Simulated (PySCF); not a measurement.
Dipole moment and polarisability of `CC[C@@H](C)[SeH]`

Compound: C4H10Se.
SMILES with atom numbers: `[CH3:1][CH2:2][C@@H:3]([CH3:4])[SeH:5]` (hydrogens: H6, H7, H8 on C1; H9, H10 on C2; H11 on C3; H12, H13, H14 on C4; H15 on Se5)

Structure used (PBE0-D3(BJ)/def2-SVP), in Å, numbered top down from 1:
```
atom  x, y, z in Å
C1    -2.0308    0.1423   -0.1416
C2    -0.7393   -0.5790   -0.4915
C3     0.4688   -0.1940    0.3551
C4     1.6858   -1.0404    0.0335
Se5    0.8416    1.7302    0.0751
H6    -1.9475    1.2303   -0.2904
H7    -2.8629   -0.2137   -0.7669
H8    -2.3071   -0.0233    0.9118
H9    -0.4912   -0.4237   -1.5564
H10   -0.8832   -1.6674   -0.3700
H11    0.2069   -0.3014    1.4203
H12    1.4579   -2.1070    0.1999
H13    2.5466   -0.7804    0.6672
H14    1.9876   -0.9130   -1.0174
H15    2.1157    1.7076    0.8074
```

Level: wB97X-D/def2-SVPD (PySCF), static field, nuclei fixed, core orbitals frozen in the response. The polarisability tensor in these axes (au):

```
x   83.14  2.80  1.55
y    2.80 86.53  1.99
z    1.55  1.99 69.02
```

Give the principal values, the mean and the anisotropy Δα = √{½[(α1 − α2)² + (α2 − α3)² + (α1 − α3)²]}.

Principal values 68.69, 81.57 and 88.44 au; mean 79.56 au = 11.79 Å³ = 13.12 × 10⁻⁴⁰ C²·m²/J; Δα = 17.36 au (22 % of the mean).

What is the dipole moment, and where does it point?

(-0.04, -1.67, 0.38) D, 1.72 D in size, pointing from the negative to the positive side. Measured along this direction, the outermost atoms are Se5 at the negative end and H12 at the positive end.

Estimate the molar refractivity from the static electronic polarisability.

Lorentz–Lorenz: R = (4π/3)N_A α = 2.5225 cm³/(mol·Å³) × 11.79 Å³ = 29.7 cm³/mol, in the limit of long wavelengths.

Rayleigh depolarisation ratio (linearly polarised light, static tensor)?

ρ = 3Δα²/(45ᾱ² + 4Δα²) = 904.6/(284869 + 1206.2) = 0.00316.

Refractivity n − 1 of an ideal gas of it at 500 K and 1 atm, from the electronic α?

N = p/kT = 1.4678 × 10¹⁹ cm⁻³, so n − 1 = 2π × N × 11.79 × 10⁻²⁴ cm³ = 1087 × 10⁻⁶ at long wavelengths, for an ideal gas.

In a dilute gas of rigid molecules at 250 K, how does the orientational term μ²/3kT compare with the electronic polarisability?

In Gaussian units μ²/3kT = 28.49 Å³ against 11.79 Å³, a ratio of 2.42; the Debye molar polarisation (4π/3)N_A(α + μ²/3kT) is 101.6 cm³/mol, leaving out the vibrational part.

Give the principal axes and the span of the nuclei along them.

Largest value along (0.49, 0.86, 0.13), where the nuclei span 4.53 Å; middle along (0.87, -0.50, 0.03), 5.01 Å; least along (-0.09, -0.10, 0.99), 2.88 Å. The strongest response doesn't lie along the longest of the three spans.

The structure is a single PBE0-D3(BJ)/def2-SVP conformer in the gas phase; no vibrational or solvent corrections. The calculation is non-relativistic, for selenium too.

These values come from a run that also computed excited states. The run took 35 s of wall time on one thread, Arm Neoverse V2, no GPU, shared host.
